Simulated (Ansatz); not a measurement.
Relaxation of FGe₂H₅ (8 atoms, charge 0, multiplicity 1), to a largest force component of 0.03 eV/Å in at most 50 steps.

Theory: RKS B3LYP/def2-SVP in Ansatz.

```xyz
8
Properties=species:S:1:pos:R:3:forces:R:3
Ge -1.027 0.416 -0.049 0.05 0.00 -0.02
Ge 1.673 -0.078 2.285 0.06 -0.02 0.08
H 0.602 -0.958 2.948 0.00 -0.01 -0.01
H 3.078 -0.586 2.655 0.01 0.01 -0.01
H 1.502 1.387 2.723 0.00 0.01 -0.01
H 1.539 -0.156 0.743 -0.12 0.02 -0.04
H -0.151 1.034 -1.263 0.00 -0.03 0.01
F -1.280 -1.165 -0.798 0.00 0.02 0.00
```

Question: Where does it end, and by what steps?

Answer: The run converged. The force dipped under the threshold on the way, but the program's further checks kept it going. After 21 steps the energy has fallen by 0.126 eV; H6 moved furthest, 1.74 Å.

```
step  energy less start (eV)  largest force component (eV/Å)  accepted
   0                  0.0000                           0.115       yes
   1                 -0.0055                           0.126       yes
   2                 -0.0128                           0.218       yes
   3                 -0.0277                           0.080       yes
   4                 -0.0346                           0.220       yes
   5                 -0.0394                           0.132       yes
   6                 -0.0409                           0.064       yes
   7                 -0.0433                           0.100       yes
   8                 -0.0454                           0.019       yes
   9                 -0.0476                           0.108       yes
  10                 -0.0497                           0.140       yes
  11                 -0.0533                           0.252       yes
  12                 -0.0618                           0.236       yes
  13                 -0.0710                           0.443       yes
  14                 -0.0948                           0.158       yes
  15                 -0.1095                           0.141       yes
  16                 -0.1190                           0.137       yes
  17                 -0.1166                           0.274        no
  18                 -0.1245                           0.036       yes
  19                 -0.1250                           0.043       yes
  20                 -0.1253                           0.035       yes
  21                 -0.1260                           0.019       yes
```

```xyz
8
Properties=species:S:1:pos:R:3
Ge -0.761 0.349 -0.418
Ge 1.326 0.018 2.200
H 0.543 -1.039 2.988
H 2.336 -0.602 1.231
H 1.993 1.042 3.137
H 0.254 0.830 1.375
H 0.642 0.670 -1.156
F -0.396 -1.373 -0.115
```

The run took 50 s on 2 threads of Arm Neoverse V2 (shared host), peak memory 0.23 GiB.
